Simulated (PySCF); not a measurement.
C$_{2}$H$_{10}$GaN$_{3}$ (SMILES C[N](C)[Ga]([NH2])[NH2]), singlet, at a GFN2-xTB geometry (such geometries of metal compounds can be far from the true shape), with bond 6-5 at 2.4 times its length; CASSCF(6,4)+NEVPT2/STO-3G in PySCF.

The PySCF input:
```python
from pyscf import gto, scf, mcscf, mrpt
import numpy

mol = gto.Mole()
mol.atom = '''
    Ga    0.51311476   -0.25828831    0.14353724
    N     1.85643869   -0.36554686   -1.09995056
    H     2.76258786   -0.69852024   -0.79150094
    H     1.99746524    0.34763028   -1.80453427
    N     0.63810088   -1.28798774    1.65482149
    H    -0.74168300   -0.89506980    3.61528326
    H     1.55887489   -1.58067658    1.96040973
    N    -1.09100030    0.54041043   -0.30155896
    C    -1.26583496    1.33172448   -1.50157914
    C    -2.18854097    0.68518107    0.63163409
    H    -2.17689432    1.02670866   -2.03192936
    H    -1.34861298    2.40530687   -1.27921261
    H    -0.41353735    1.17321047   -2.16515826
    H    -2.31728562    1.72737304    0.95754673
    H    -3.12927821    0.35803266    0.17082610
    H    -2.00158744    0.06258006    1.50870415
'''
mol.basis = 'sto-3g'
mol.verbose = 4
mol.build()

mf = scf.RHF(mol)
mf.kernel()
mc = mcscf.CASSCF(mf, 4, 6)
mc.fix_spin_(ss=0.0)
mc.kernel()
occ = numpy.linalg.eigvalsh(mc.fcisolver.make_rdm1(mc.ci, mc.ncas, mc.nelecas))[::-1]
ss = mc.fcisolver.spin_square(mc.ci, mc.ncas, mc.nelecas)[0]
print('natural occupations', occ.round(4), ' <S^2>', round(ss, 4))
e2 = mrpt.NEVPT(mc).kernel()
print('E(NEVPT2) = %.10f' % (mc.e_tot + e2))
```

Predict the main parts of the log of this PySCF run.


```
PySCF version 2.14.0

[INPUT] verbose = 4
[INPUT] num. atoms = 16
[INPUT] num. electrons = 74
[INPUT] charge = 0
[INPUT] spin (= nelec alpha-beta = 2S) = 0
[INPUT] symmetry False subgroup None
[INPUT] Mole.unit = angstrom
[INPUT] Symbol           X                Y                Z      unit          X                Y                Z       unit  Magmom
[...]
nuclear repulsion = 471.928553969669
number of shells = 33
number of NR pGTOs = 159
number of NR cGTOs = 53
basis = sto-3g
ecp = {}

******** <class 'pyscf.scf.hf.RHF'> ********
method = RHF
initial guess = minao
damping factor = 0
level_shift factor = 0
DIIS = <class 'pyscf.scf.diis.CDIIS'>
diis_start_cycle = 1
diis_space = 8
diis_damp = 0
SCF conv_tol = 1e-09
SCF conv_tol_grad = None
SCF max_cycles = 50
direct_scf = True
direct_scf_tol = 1e-13
Set gradient conv threshold to 3.16228e-05
Initial guess from minao.
init E= -2140.56773602097
[...]
cycle= 1 E= -2141.96331849595  delta_E= -1.4  |g|= 0.801  |ddm|= 4.83
[...]
cycle= 2 E= -2141.45275399467  delta_E= 0.511  |g|= 1.39  |ddm|= 3.21
[...]
cycle= 3 E= -2142.23136266768  delta_E= -0.779  |g|= 0.717  |ddm|= 2.36
[...]
cycle= 4 E= -2142.40740386976  delta_E= -0.176  |g|= 0.199  |ddm|= 1.17
[...]
cycle= 5 E= -2142.43062211031  delta_E= -0.0232  |g|= 0.0841  |ddm|= 0.342
[...]
cycle= 6 E= -2142.43748330076  delta_E= -0.00686  |g|= 0.0351  |ddm|= 0.251
[...]
cycle= 7 E= -2142.43971599332  delta_E= -0.00223  |g|= 0.0186  |ddm|= 0.168
[...]
cycle= 8 E= -2142.44050195958  delta_E= -0.000786  |g|= 0.00724  |ddm|= 0.136
[...]
cycle= 9 E= -2142.44058458457  delta_E= -8.26e-05  |g|= 0.00388  |ddm|= 0.0367
[...]
cycle= 10 E= -2142.44061220683  delta_E= -2.76e-05  |g|= 0.00135  |ddm|= 0.028
[...]
cycle= 11 E= -2142.44061497926  delta_E= -2.77e-06  |g|= 0.000711  |ddm|= 0.00785
[...]
cycle= 12 E= -2142.44061568565  delta_E= -7.06e-07  |g|= 0.000357  |ddm|= 0.00331
[...]
cycle= 13 E= -2142.44061607419  delta_E= -3.89e-07  |g|= 0.000248  |ddm|= 0.0027
[...]
cycle= 14 E= -2142.44061633692  delta_E= -2.63e-07  |g|= 0.000189  |ddm|= 0.00231
[...]
cycle= 15 E= -2142.44061645665  delta_E= -1.2e-07  |g|= 0.000115  |ddm|= 0.00149
[...]
cycle= 16 E= -2142.44061655688  delta_E= -1e-07  |g|= 5.55e-05  |ddm|= 0.00211
[...]
cycle= 17 E= -2142.44061657412  delta_E= -1.72e-08  |g|= 2e-05  |ddm|= 0.00102
[...]
cycle= 18 E= -2142.44061657526  delta_E= -1.14e-09  |g|= 7.47e-06  |ddm|= 0.000228
[...]
[...]
converged SCF energy = -2142.44061657538
CASCI E = -2142.59875630935  S^2 = 0.0000000
CASSCF energy = -2142.63446835540
CASCI E = -2142.63446835540  E(CI) = -12.0938625871672  S^2 = 0.0000000
[...]
1 N 1s           0.00008  -0.00000  -0.00015   0.00021
1 N 2s           0.00630  -0.06735   0.02790  -0.03231
1 N 2px         -0.03870   0.10240  -0.03434   0.03728
1 N 2py          0.23019   0.30589  -0.03904   0.03222
1 N 2pz          0.30580   0.22637  -0.00668  -0.00503
2 H 1s          -0.01166   0.01331  -0.00630   0.00623
3 H 1s          -0.06160   0.02813  -0.01387   0.01729
4 N 1s          -0.00038   0.00004   0.00042   0.00064
4 N 2s           0.17879  -0.01582   0.04085  -0.09597
4 N 2px         -0.37964   0.02508  -0.04457   0.09496
4 N 2py         -0.35883  -0.00462   0.49985  -0.47076
4 N 2pz          0.24537  -0.02979   0.46323  -0.48974
5 H 1s           0.04127  -0.00094   0.70810   0.70225
6 H 1s          -0.07574   0.00512  -0.02033   0.03304
7 N 1s          -0.00012   0.00001   0.00001  -0.00005
7 N 2s          -0.01932   0.04673  -0.00287   0.00485
7 N 2px          0.00317  -0.31256  -0.03494   0.02974
7 N 2py          0.11369  -0.63221  -0.04704   0.04096
7 N 2pz          0.08545  -0.32438  -0.02867   0.02760
8 C 1s           0.00026   0.00011   0.00004  -0.00000
8 C 2s          -0.01804  -0.00421  -0.00224   0.00018
8 C 2px         -0.02029   0.04073   0.00049   0.00022
8 C 2py          0.00789   0.08429   0.00145  -0.00047
8 C 2pz         -0.03944   0.03389  -0.00187  -0.00127
9 C 1s          -0.00047   0.00006   0.00009   0.00008
9 C 2s           0.02613  -0.00108  -0.00901  -0.00717
9 C 2px          0.05148   0.04161  -0.00264  -0.00489
9 C 2py         -0.02850   0.08043   0.01250   0.00737
9 C 2pz         -0.04056   0.04814  -0.01882  -0.01055
10 H 1s          0.03674  -0.16604  -0.01052   0.00860
11 H 1s         -0.02756   0.18332   0.00930  -0.00888
12 H 1s          0.01032  -0.01043   0.00157   0.00092
13 H 1s         -0.04719   0.18364   0.01120  -0.00704
14 H 1s          0.00631  -0.17027  -0.00704   0.01152
15 H 1s          0.00657  -0.00945   0.00608   0.00293
<CAS-nat-orb|mo-hf>  35     35      -0.89710506
<CAS-nat-orb|mo-hf>  36     36      -0.96107319
<CAS-nat-orb|mo-hf>  37     37       0.93488010
<CAS-nat-orb|mo-hf>  38     38       0.93481824
Sr    (-1)',   E = -0.00035874513772
Si    (+1)',   E = -0.00000405059002
Sijrs (0)  ,   E = -0.23846666554275
Sijr  (+1) ,   E = -0.00377162165556
Srsi  (-1) ,   E = -0.03771159201980
Srs   (-2) ,   E = -0.00424645859541
Sij   (+2) ,   E = -0.00005078424775
Sir   (0)' ,   E = -0.00527285218849
Nevpt2 Energy = -0.289882769977501
E(NEVPT2) = -2142.9243511254
```
